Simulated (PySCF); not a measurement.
`CO[C@]12[C@H]3[C@@H]4C5[C@H]3[C@H]1[C@@H]5[C@@H]42`. Method used: PySCF 2.14.0, PBE0-D3(BJ)/def2-SVP geometry optimisation, gas phase.

```
atom  x, y, z in Å
C1     2.5473    0.4540    0.1635
O2     1.5809   -0.5543    0.0765
C3     0.2973   -0.0882    0.0675
C4    -0.9028   -1.0616   -0.0260
C5    -1.6243   -0.2669    1.1055
C6    -2.2850    0.6575    0.0387
C7    -1.5615   -0.1334   -1.0925
C8    -0.3534    0.8504   -1.0102
C9    -1.0712    1.6309    0.1325
C10   -0.4169    0.7154    1.2116
H11    2.4447    1.0437    1.0938
H12    3.5342   -0.0282    0.1609
H13    2.4931    1.1519   -0.6930
H14   -0.8037   -2.1518   -0.0894
H15   -2.1430   -0.7194    1.9603
H16   -3.3402    0.9585    0.0268
H17   -2.0291   -0.4776   -2.0238
H18    0.1575    1.2996   -1.8714
H19   -1.1398    2.7246    0.1968
H20    0.0431    1.0556    2.1482
```

Give the dihedral angles C10–C3–C4–H14, C6–C7–C8–C9, C3–C8–C9–C6, C4–C3–C8–C9, C7–C4–C5–C6.

C10–C3–C4–H14 -135° (anticlinal); C6–C7–C8–C9 1° (synperiplanar); C3–C8–C9–C6 -89° (synclinal); C4–C3–C8–C9 90°; C7–C4–C5–C6 0° (synperiplanar). Dihedral signs follow IUPAC: positive where, seen along the central bond, the front bond turns clockwise onto the rear one.

Which two atoms are farthest apart?

H12···H16, 6.95 Å; the next longest distance is 6.00 Å.

Work out the bond lengths C1–O2, C1–H11, C3–C8, C4–C5, C5–C6, C6–C9, C7–C8, C8–H18 in Å.

For C1–O2 the difference vector is (-0.9664, -1.0083, -0.0870) Å, of length 1.3993 Å. C1–O2 1.399; C1–H11 1.106; C3–C8 1.570; C4–C5 1.560; C5–C6 1.559; C6–C9 1.559; C7–C8 1.560; C8–H18 1.097 Å.

Where is the centre of mass (commonest isotopes), and what is the radius of gyration?

Mass 134.073 u; centre at (-0.298, 0.217, 0.069) Å; Rg = √(Σ m r²/M) = 1.869 Å. As Ia + Ib + Ic = 2 Σ m r², the three principal moments sum to 936.4 u·Å².

How far apart are these pairs, which share no bond: C1···C5, C1···H19, O2···H12, C3···H17, C10···H17, H12···H14, H14···H16?

C1···C5 4.337 Å (4 bonds apart); C1···H19 4.330 Å (5 bonds apart); O2···H12 2.025 Å (2 bonds apart); C3···H17 3.152 Å (3 bonds apart); C10···H17 3.807 Å (4 bonds apart); H12···H14 4.836 Å (5 bonds apart); H14···H16 4.015 Å (4 bonds apart).

What is the repulsion energy of the bare nuclei, Σ ZA·ZB/RAB?

545.59 Eh over 190 pairs, with full nuclear charges and distances in bohr; the largest single term is 18.60 Eh (O2 with C3).

Write the matrix of distances between heavy atoms (Å, lower triangle).

```
C1    0.000
O2    1.399  0.000
C3    2.316  1.366  0.000
C4    3.773  2.537  1.548  0.000
C5    4.337  3.379  2.191  1.560  0.000
C6    4.838  4.052  2.688  2.207  1.559  0.000
C7    4.336  3.379  2.192  1.560  2.203  1.558  0.000
C8    3.154  2.626  1.570  2.220  2.709  2.206  1.560  0.000
C9    3.805  3.437  2.198  2.702  2.203  1.559  2.203  1.559  0.000
C10   3.155  2.625  1.570  2.219  1.560  2.207  2.709  2.227  1.559  0.000
```

The point group is Cs within 0.08 Å; differences among equivalent distances and angles are scatter left by the optimiser. PBE0-D3(BJ)/def2-SVP frequencies: not computed here. The numbers are those of one conformer.
